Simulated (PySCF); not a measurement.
## One molecule, a ladder of functionals, a line

Molecule: `[SiH2](F)C[SiH3]`, CH$_{7}$FSi$_{2}$.

Geometry (Å), atoms numbered from 1 in this order:
```xyz
11

F     1.597    1.678   -0.209
Si    1.636    0.081    0.108
C     0.077   -0.700   -0.546
Si   -1.539    0.013    0.114
H     2.848   -0.478   -0.557
H     1.735   -0.082    1.587
H     0.077   -0.626   -1.647
H     0.113   -1.777   -0.299
H    -1.584   -0.130    1.602
H    -2.704   -0.718   -0.471
H    -1.654    1.460   -0.233
```

GIAO shieldings (ppm, equivalent atoms averaged) in PySCF 2.14.0 with density-fitted response routines on the PBE0-D3(BJ)/def2-SVP geometry, basis pcSseg-2, gas phase, non-relativistic:

```csv
functional,exact exchange (%),σ(F1),σ(Si2),σ(Si4)
BLYP,0,368.6,309.8,385.7
BP86,0,370.8,316.8,396.1
PBE,0,370.2,317.0,398.3
B3LYP,20,377.6,324.7,397.1
PBE0,25,381.1,336.2,411.6
mPW1PW91,25,381.2,335.8,409.6
HF,100,401.2,390.0,444.3
```

Problem. Fit each shielding as a line in the percentage of exact exchange.

Solution. σ(F1) = 371.1 + 0.31 x (rms 1.6 ppm); σ(Si2) = 314.5 + 0.76 x (rms 3.2 ppm); σ(Si4) = 393.6 + 0.51 x (rms 5.0 ppm). The functionals also differ in their semilocal parts, which the line can't hold; Hartree–Fock has no correlation at all.

Problem. What does the line predict for BHandHLYP (50 %), and what does the run give?

Solution. σ(F1): 386.6 predicted, 387.9 computed; σ(Si2): 352.5 predicted, 347.6 computed; σ(Si4): 419.1 predicted, 413.8 computed ppm.
